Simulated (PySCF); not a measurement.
Compound: C₃H₁₂Ge₂Si.
Z-matrix (Å and degrees, PBE0-D3(BJ)/def2-SVP geometry), rows numbered from 1:
```
C 
C   1  1.3359
Ge  2  1.9424  1  123.90
Ge  3  2.4322  2  109.59  1  -112.73
C   4  1.9645  3  111.57  2  -164.62
Si  4  2.3843  3  107.19  2   -42.91
H   1  1.0963  2  122.01  3    -1.74
H   1  1.0960  2  121.85  3   178.40
H   2  1.0978  1  118.72  3  -178.08
H   3  1.5454  2  109.67  1   128.42
H   3  1.5436  2  108.52  1     9.73
H   4  1.5467  3  108.95  2    74.33
H   5  1.1000  4  110.42  3   -60.54
H   5  1.0995  4  110.36  3   179.25
H   5  1.0994  4  109.97  3    59.33
H   6  1.4960  4  110.15  3    64.07
H   6  1.4976  4  109.70  3   -54.86
H   6  1.4968  4  111.94  3  -174.94
```

Linear response at PBE0/def2-SVPD (PySCF, frozen core in the response, non-relativistic). The PBE0/def2-SVPD calculation is non-relativistic and has no spin–orbit coupling, an omission that weighs most on germanium.

Static isotropic polarisability: 137.51 au (20.38 Å³), principal values 111.5, 138.0, 162.9 au.

(1) What is the polarisability at 1064 nm and at the sodium D line?

(2) What is the isotropic C6 coefficient between two such molecules, C6 = (3/π)∫α(iω)² dω?

(3) Which effective excitation energy ω̄ makes London's formula C6 = (3/4)α²ω̄ exact here?

(4) How many electrons N does the Slater–Kirkwood formula C6 = (3/4)·√N·α^(3/2) need to give this C6?

(5) What three-body coefficient follows from the one-pole estimate C9 = (3/4)·α·C6?

(6) What molar refraction at the D line follows from R = (4π/3)·N_A·α′, with α′ the polarisability volume?

(7) What n − 1 at the D line would an ideal gas of it have at 273.15 K and 1 atm (2.6868 × 10¹⁹ cm⁻³), by n − 1 = 2π·N·α′?

(8) The lowest 10 singlets have (eV, f): 5.92, 0.118; 6.19, 0.189; 6.39, 0.030; 6.51, 0.026; 6.80, 0.028; 6.82, 0.232; 6.85, 0.006; 6.92, 0.072; 6.93, 0.039; 7.08, 0.093. What share of the static polarisability do they carry in the sum over states α = Σ f/ω²?

(9) How anisotropic is the static polarisability, by Δα² = ½[(α1 − α2)² + (α2 − α3)² + (α3 − α1)²]?

Answers

(1) 139.36 au at 1064 nm (+1.3 %), 143.84 au at 589.3 nm (+4.6 %). The rise at 589.3 nm is 3.41 times that at 1064 nm; a pure ω² law gives 3.26. The lowest singlet lies at 209 nm, shorter than both wavelengths.

(2) 5987 au (Eh·bohr⁶) by a ten-point quadrature over imaginary frequencies, which is 3580 eV·Å⁶ or 345 J·nm⁶/mol.

(3) ω̄ = 4·C6/(3α²) = 0.422 Eh = 11.5 eV. A one-pole form α(ω) = α/(1 − ω²/ω̄²) fitted to the 1064 nm value gives 10.1 eV. London's choice of the ionisation energy (8.82 eV, ΔSCF at the same level) gives C6 = 4600 au, 23 % too low.

(4) N = (4·C6/3)²/α³ = 24.5; the species has 108 electrons in all.

(5) 617000 au. This is an estimate from the two numbers above, not a computed integral.

(6) α′ = 21.32 Å³ gives R = 53.77 cm³/mol, for isolated, non-vibrating species.

(7) 35.98 × 10⁻⁴, a formal value whether or not that pressure can be reached.

(8) 14.44 au, 10.5 % of α; the largest term, 3.70 au, is that of the state at 6.82 eV. Their oscillator strengths add up to 0.83. Higher states carry the rest.

(9) Δα = 44.5 au, or 0.32 of the isotropic value.

One conformer stands for the species.
